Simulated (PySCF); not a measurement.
## Cobalt: highly charged ions in a basis for the neutral atom

Co¹⁹⁺ [He] 2s2 2p4, Co²⁰⁺ [He] 2s2 2p3. Calculation: PySCF 2.14, in aug-cc-pVDZ; the non-relativistic Hamiltonian (point nucleus). No spin-orbit coupling, so a gap to NIST mixes the basis error with missing relativistic terms.

Changed run: basis of the neutral atom used for a highly charged ion. This setting is unsound on purpose.

```csv
species,method,sound run (hartree),changed run (hartree),converged
Co¹⁹⁺,UHF,not run,-1130.22940,yes
Co¹⁹⁺,r2SCAN,not run,-1130.49082,yes
Co¹⁹⁺,PBE0,not run,-1130.28794,yes
Co²⁰⁺,UHF,not run,-1071.40993,yes
Co²⁰⁺,r2SCAN,not run,-1071.57323,yes
Co²⁰⁺,PBE0,not run,-1071.38701,yes
```

Ionisation energy of Co¹⁹⁺:

| method | changed run (eV) | NIST (eV) |
| --- | --- | --- |
| UHF | 1600.6 | 1606 ± 4 |
| r2SCAN | 1603.2 | 1606 ± 4 |
| PBE0 | 1602.8 | 1606 ± 4 |

The contracted functions were made for the neutral atom and can be too rigid for a highly charged ion.
